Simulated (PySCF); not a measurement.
The free ion Fe+ in its d7 configuration. Only this configuration is treated; at so low a charge one with s electrons may lie lower or mix in.

Method (PySCF 2.14, density fitting): CASSCF(7,5) with orbitals averaged over all microstates of the shell, strongly contracted NEVPT2 on the averaged canonical orbitals; basis x2c-TZVPall; spin-free X2C; gas phase; spin-orbit coupling by state interaction with the mean-field operator over all roots.

Question: What is the ground state?

Answer: 4F (S = 3/2, orbital degeneracy 7), by NEVPT2.

Question: Where do the spin-allowed transitions within the shell lie?

Answer: By NEVPT2: 4P at 12956 cm⁻¹ (772 nm).

Question: Which is the lowest state of another spin?

Answer: 2G at 14438 cm⁻¹ by NEVPT2; CASSCF alone puts it at 15779 cm⁻¹ above the same ground state.

Question: What magnetic behaviour follows?

Answer: The lowest spin-orbit level is 10-fold with J = 9/2; the next lies at 558.7 cm⁻¹. μeff is 6.60 μB at 300 K and 6.64 μB at 10 K; the free-ion value g_J√(J(J+1)) for the Hund's-rule level J = 9/2 is 6.63 μB.

The job took 3.2 s on one thread of Arm Neoverse V1 (shared host), with 48 basis functions, launched as `OMP_NUM_THREADS=1 python lf_run.py task.json out`.
